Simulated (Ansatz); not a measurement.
Input file for Ansatz (a first-principles code): U-CCSD(T)/cc-pVTZ on CH5GaO (SMILES [CH3][GaH][OH]), a point of a bond scan (R = 5.025 Å). The run froze 16 orbitals, filled d shells among them.

Ansatz 0.2 input:
```yaml
crystal:
  periodic: [false, false, false]
  atoms:
    - {symbol: Ga, position_ang: [-0.20387702, -0.20087746, -0.18794731]}
    - {symbol: H, position_ang: [-3.14850364, -3.33908940, -2.78215352]}
    - {symbol: C, position_ang: [0.23367618, 1.68484976, -0.52349908]}
    - {symbol: H, position_ang: [0.71008193, 1.79959260, -1.49873918]}
    - {symbol: H, position_ang: [0.90792671, 2.05496810, 0.24752430]}
    - {symbol: H, position_ang: [-0.67239606, 2.29332646, -0.52678867]}
    - {symbol: O, position_ang: [0.58916424, -0.88060294, 1.28534330]}
    - {symbol: H, position_ang: [0.38327687, -1.80339226, 1.46125511]}
basis:
  gaussian:
    orbitals: cc-pVTZ
correlation: {method: ccsd_t, electrons: outside_noble_gas}
scf: {omitted_lower_state_checks: [cluster_reference]}
magnetization: {spin_polarized: true, initial_magnetization: 0}
```

It printed:

```
WARN ansatz: RAYON_NUM_THREADS=1 ignored (pool sized by the plan → 1); use --threads N
Functional definition: HF
these checks for a lower state are left out or cut short: cluster_reference
integrals: 0.86 GiB planned
1006 factors; integrals over basis functions are off by at most 1.2e-3 eV
mean field: 0.70 GiB planned
mean field evaluation 1: about -55472.1958 eV, gradient 3.0e1 eV
mean field evaluation 2: about -55472.1973 eV, gradient 3.0e1 eV
mean field evaluation 4: about -55475.7247 eV, gradient 1.1e1 eV
mean field evaluation 8: about -55477.4629 eV, gradient 2.1e-1 eV
mean field evaluation 16: about -55477.4636 eV, gradient 7.7e-4 eV
mean field evaluation 32: about -55481.2201 eV, gradient 2.6e-6 eV
mean field evaluation 64: about -55481.0161 eV, gradient 3.7e0 eV
mean field evaluation 96: about -55481.0418 eV, gradient 3.0e0 eV
mean field -55481.22011645 eV, -2038.8972327580 hartree, gradient 2.6e-6 eV, S^2 1.007767; 6 other end points of the search recorded, 0 dependent functions left out
16 core orbitals not correlated, not the lowest: weight in the atoms' cores, before any rotation towards them, 0.842 or more for the frozen orbitals, at most 0.167 for the correlated occupied ones
reference -55481.22011645 eV, -2038.8972327580 hartree; 9, 9 occupied and 148, 148 virtual orbitals, 1006 factors
second order -13.24361586 eV of doubles, -0.00000000 eV of singles
coupled cluster: 1.94 GiB planned
cycle   1  -13.37603937 eV  change   -1.3e-1 eV  update   8.7e-2
cycle   2  -13.68847147 eV  change   -3.1e-1 eV  update   2.9e-2
cycle   3  -13.78813526 eV  change   -1.0e-1 eV  update   1.8e-2
cycle   4  -13.78421695 eV  change    3.9e-3 eV  update   5.7e-3
cycle   5  -13.78165615 eV  change    2.6e-3 eV  update   2.8e-3
cycle   6  -13.78218318 eV  change   -5.3e-4 eV  update   8.8e-4
cycle   7  -13.78203123 eV  change    1.5e-4 eV  update   3.8e-4
cycle   8  -13.78209632 eV  change   -6.5e-5 eV  update   1.7e-4
cycle   9  -13.78213412 eV  change   -3.8e-5 eV  update   1.1e-4
cycle  10  -13.78209956 eV  change    3.5e-5 eV  update   9.2e-5
cycle  11  -13.78210598 eV  change   -6.4e-6 eV  update   8.3e-5
cycle  12  -13.78210218 eV  change    3.8e-6 eV  update   7.3e-5
cycle  13  -13.78212273 eV  change   -2.1e-5 eV  update   5.4e-5
cycle  14  -13.78213753 eV  change   -1.5e-5 eV  update   2.4e-5
cycle  15  -13.78213195 eV  change    5.6e-6 eV  update   1.0e-5
coupled cluster: 1.95 GiB planned
perturbative correction -0.51807022 eV, -0.0190387293 hartree
Total energy: -55495.52031862 eV, -2039.4227554947 hartree
Checks for a lower state left out: cluster_reference
```

The run converged. Its determinant has ⟨S²⟩ = 1.01, a mixture of spin states.

Cost: very roughly 60 core-seconds.
